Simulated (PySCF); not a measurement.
Ga(Me)2(NH2) (C₂H₈GaN), SMILES [CH3][Ga]([CH3])[NH2]. Atoms are numbered in the order given.

```xyz
12

Ga     0.0000     0.0000    -0.0062
C      1.7628     0.0000    -0.9007
H      1.8682     0.8875    -1.5468
H      1.8682    -0.8875    -1.5468
H      2.5910     0.0000    -0.1750
C     -1.7628     0.0000    -0.9007
H     -1.8682     0.8875    -1.5468
H     -2.5910     0.0000    -0.1750
H     -1.8682    -0.8875    -1.5468
N      0.0000     0.0000     1.8206
H     -0.8374     0.0000     2.3968
H      0.8374     0.0000     2.3968
```

The structure is a stationary point at TPSSh-D3(BJ)/def2-SVP. The isomer is the one that the SMILES or the coordinates give; other isomers of the formula were not compared. Other conformers were not sampled.

These are PySCF with KT2/pcSseg-1 values and carry that method's errors.

GIAO shieldings, no solvent; atoms alike by connectivity are averaged. δ = σ(ref) − σ: ¹³C against TMS (σ = 185.1 ppm); ¹H against TMS (σ = 31.47 ppm); ¹⁵N against NH3 (σ = 266.2 ppm), references at their B3LYP-D3(BJ)/def2-TZVP geometries, non-relativistic.

| nucleus | atoms | count | δ (ppm) |
|---|---|---|---|
| ¹³C | C2, C6 | 2 | -4.0 |
| ¹H | H11, H12 | 2 | 2.72 |
| ¹H | H3, H4, H5, H7, H8, H9 | 6 | 0.26 |
| ¹⁵N | N10 | 1 | 77.0 |
